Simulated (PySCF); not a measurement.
CHOS, SMILES [OH+]=C=S, charge +1. Coordinates come from a PBE-D3(BJ)/def2-TZVP optimisation. The isomer is the one that the SMILES or the coordinates give; other isomers of the formula were not compared.

**Question.** Give the equilibrium geometry at PBE-D3(BJ)/def2-TZVP (PySCF confirms it by a frequency run) as a Z-matrix, and its point group. (Estimate from the structure and the level; the computed values follow.)

**Answer.** point group Cs.
```
C
O 1 1.2391
H 2 0.9923 1 119.19
S 1 1.5100 2 174.26 3 180.00
```
Charge +1, spin multiplicity 1.
